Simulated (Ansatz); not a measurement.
Cost and result for the atomization energy of C$_{8}$H$_{10}$S (`CCSc1ccccc1`) (19 atoms, 19 bonds).

| atom | x (Å) | y (Å) | z (Å) |
| --- | --- | --- | --- |
| C1 | 1.5925 | 0.0444 | -2.2815 |
| C2 | 0.7342 | -1.1860 | -2.0667 |
| S3 | -0.9608 | -0.8332 | -1.5649 |
| C4 | -0.8018 | -0.1861 | 0.0607 |
| C5 | 0.3163 | -0.3584 | 0.8717 |
| C6 | 0.3294 | 0.1573 | 2.1591 |
| C7 | -0.7679 | 0.8392 | 2.6596 |
| C8 | -1.8859 | 1.0074 | 1.8542 |
| C9 | -1.9026 | 0.5078 | 0.5645 |
| H10 | 1.6882 | 0.6284 | -1.3647 |
| H11 | 1.1549 | 0.6898 | -3.0448 |
| H12 | 2.5965 | -0.2432 | -2.6064 |
| H13 | 0.6062 | -1.7391 | -3.0007 |
| H14 | 1.1856 | -1.8837 | -1.3574 |
| H15 | 1.1819 | -0.8987 | 0.5108 |
| H16 | 1.2099 | 0.0174 | 2.7762 |
| H17 | -0.7523 | 1.2388 | 3.6666 |
| H18 | -2.7516 | 1.5417 | 2.2294 |
| H19 | -2.7727 | 0.6560 | -0.0657 |

Charge 0, multiplicity 1. The geometry is a stationary point of PBE0-D4/def2-TZVP. It is one conformer, not always the lowest. Program: Ansatz. All runs use 2 threads of an AMD EPYC 7R13 on a shared host and a share of an NVIDIA H100 80 GB. Times are those of one run each, without the atoms' runs, and a repeat can differ threefold. Electronic energies, without spin–orbit coupling; frozen cores. CCSD(T)/CBS adds CCSD(T) − MP2 in def2-TZVPP to the MP2 limit, and its time is that of the two runs behind it. T1 = 0.011; the RHF reference is unstable towards UHF. HSE06 is the plane-wave form, built on full-range PBE exchange.

CCSD(T)/CBS is a level of theory with its own doubt, some kJ/mol a heavy atom from the limit and from the frozen cores, so smaller differences don't rank the functionals.

```json
{"level": "CCSD(T)/def2-SVP", "functions": "180", "wall time": "10 s"}
{"level": "B97M-V/def2-TZVPP", "functions": "430", "wall time": "11 s"}
{"level": "PBE0-D4/def2-TZVPP", "functions": "430", "wall time": "11 s"}
{"level": "r2SCANh-D4/def2-TZVPP", "functions": "430", "wall time": "11 s"}
{"level": "revPBE-D4/def2-TZVPP", "functions": "430", "wall time": "12 s"}
{"level": "ωB97M-V/def2-TZVPP (with forces)", "functions": "430", "wall time": "13 s"}
{"level": "ωB97X-V/def2-TZVPP", "functions": "430", "wall time": "13 s"}
{"level": "CAM-B3LYP-D4/def2-TZVPP", "functions": "430", "wall time": "13 s"}
{"level": "HSE06-D4/def2-TZVPP", "functions": "430", "wall time": "14 s"}
{"level": "LDA (SPW92)/def2-TZVPP", "functions": "430", "wall time": "15 s"}
{"level": "MP2/def2-QZVPP", "functions": "826", "wall time": "18 s"}
{"level": "CCSD(T)/def2-TZVPP", "functions": "430", "wall time": "31 s"}
{"level": "CCSD(T)/CBS(def2)", "functions": "–", "wall time": "48 s"}
```

Problem. What atomization energy does each give, and how far from CCSD(T)/CBS? (Estimate.)

Solution. The calculation gave: 
```
                           level  atomization (kJ/mol)  difference from CCSD(T)/CBS  per bond
                CCSD(T)/def2-SVP                8096.4                       -320.9     -16.9
               B97M-V/def2-TZVPP                8484.5                         67.2       3.5
              PBE0-D4/def2-TZVPP                8570.5                        153.2       8.1
           r2SCANh-D4/def2-TZVPP                8453.5                         36.2       1.9
            revPBE-D4/def2-TZVPP                8518.0                        100.7       5.3
ωB97M-V/def2-TZVPP (with forces)                8464.9                         47.6       2.5
              ωB97X-V/def2-TZVPP                8443.6                         26.3       1.4
         CAM-B3LYP-D4/def2-TZVPP                8464.9                         47.6       2.5
             HSE06-D4/def2-TZVPP                8576.9                        159.6       8.4
          LDA (SPW92)/def2-TZVPP                9723.5                       1306.2      68.7
                  MP2/def2-QZVPP                8539.7                        122.4       6.4
              CCSD(T)/def2-TZVPP                8220.0                       -197.3     -10.4
               CCSD(T)/CBS(def2)                8417.3                          0.0       0.0
```

Leaving LDA and LC-ωPBE aside and taking each functional with its dispersion term where it has one, the values, not all of them listed here, spread over 510.0 kJ/mol, from BHLYP-D4 to PBE-D4. LDA lies +1060.6 kJ/mol from PBE without D4, its usual overbinding. From PBE to PBE0 (25 % exact exchange), in def2-TZVPP and without D4, the atomization energy moves by −139.9 kJ/mol: exact exchange takes away binding that semilocal exchange gives to molecules. The D4 term adds +88.9 kJ/mol with B3LYP and +47.4 kJ/mol with PBE0; it sums over pairs of atoms, weighted by their polarisabilities, and B3LYP, whose exchange is more repulsive, gets the larger term.

B3LYP here is the variant with VWN-RPA as its local correlation; programs differ in this.
